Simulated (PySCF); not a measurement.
Structure problem from calculated spectra and properties.

Formula: C7H14OSi.

| Quantity | Value |
| --- | --- |
| Rotational structure | rotational constants A, B, C: 1.496, 1.156, 0.989 GHz [GFN2-xTB] |
| NMR, other nuclei | isotropic shieldings of nuclei other than C and H, by class: -356 (1 O), 402 (1 Si) ppm [GIAO PBE0/pcSseg-1] |
| Dipole | 2.79 D [PBE0/pcSseg-1] |
| 13C NMR | chemical shifts (computed TMS as zero) by class: 217.2 (1 C), 34.5 (1 C), 30.5 (1 C), 29.9 (1 C), 26.0 (1 C), 17.6 (1 C), 14.2 (1 C) ppm [GIAO PBE0/pcSseg-1] |
| 1H NMR | chemical shifts (computed TMS as zero) by class: 3.91 (3 H), 2.23 (3 H), 2.04 (1 H), 1.15 (3 H), 1.04 (1 H), 0.91 (1 H), 0.86 (1 H), 0.55 (1 H) ppm [GIAO PBE0/pcSseg-1] |

Electronic properties: PySCF, gas phase, density fitting. Levels stand in brackets. One conformer (not necessarily the lowest) at the GFN2-xTB geometry, without solvent, vibrations or thermal averaging. Each NMR value is the plain mean over a class of atoms that symmetry, rotation or inversion makes alike.

Q: What is the compound? Reason from the data.

A: Numbering: `[CH3:1][CH2:2][C@@H:3]1[CH2:4][C@:5]1([SiH3:6])[C:7]([CH3:8])=[O:9]`. Its formula, C7H14OSi, gives 2 degrees of unsaturation: 1 ring and 1 π bond in the structure found. 7 carbons fall into 7 classes; from least to most shielded: ketone carbonyl carbon [C7] (217.2 ppm), methyl carbon next to a carbonyl [C8] (34.5 ppm), three-membered-ring carbon [C3] (30.5 ppm), chain CH2 carbon [C2] (29.9 ppm), ring sp3 carbon bound to silicon [C5] (26.0 ppm), three-membered-ring carbon [C4] (17.6 ppm), methyl carbon [C1] (14.2 ppm). Hydrogen classes from least to most shielded: 3 H on an SiH3 silicon, Si6 (3.91 ppm, a mean of values up to 1.3 ppm apart in this geometry), 3 H on a methyl carbon next to a carbonyl, C8 (2.23 ppm), 1 H on a chain CH2 carbon, C2 (2.04 ppm), 3 H on a methyl carbon, C1 (1.15 ppm, a mean of values up to 0.8 ppm apart in this geometry), 1 H on a three-membered-ring carbon, C3 (1.04 ppm), 1 H on a three-membered-ring carbon, C4 (0.91 ppm), 1 H on a three-membered-ring carbon, C4 (0.86 ppm), 1 H on a chain CH2 carbon, C2 (0.55 ppm). The other shieldings belong to: -356 ppm, ketone oxygen [O9]; 402 ppm, SiH3 silicon [Si6]. The optimised geometry has point group C1 and is an asymmetric top. Structure: `CC[C@@H]1C[C@]1([SiH3])C(C)=O`. Computed isomers that give other values at the same levels: `CC#CCC[SiH2]OCC` (13C chemical shifts (computed TMS as zero) by class: 87.6 (1 C), 82.1 (1 C), 63.8 (1 C), 19.3 (1 C), 18.4 (1 C), 13.4 (1 C), 4.9 (1 C) ppm); `C=C(/C=C\OCC)[SiH2]C` (13C chemical shifts (computed TMS as zero) by class: 152.6 (1 C), 147.7 (1 C), 131.3 (1 C), 121.1 (1 C), 70.8 (1 C), 17.5 (1 C), -5.5 (1 C) ppm); `C=C1CCCC[C@@H]1O[SiH3]` (13C chemical shifts (computed TMS as zero) by class: 157.7 (1 C), 116.1 (1 C), 78.1 (1 C), 40.1 (1 C), 34.8 (1 C), 32.8 (1 C), 23.9 (1 C) ppm). The assignments are read from this structure; whether some other isomer fits the data as well wasn't checked. The mirror image fits equally.

Shape of the structure used: `[CH3:1][CH2:2][C@@H:3]1[CH2:4][C@:5]1([SiH3:6])[C:7]([CH3:8])=[O:9]`: C1–C2–C3–C4 155°, C4–C5–C7–C8 28°.
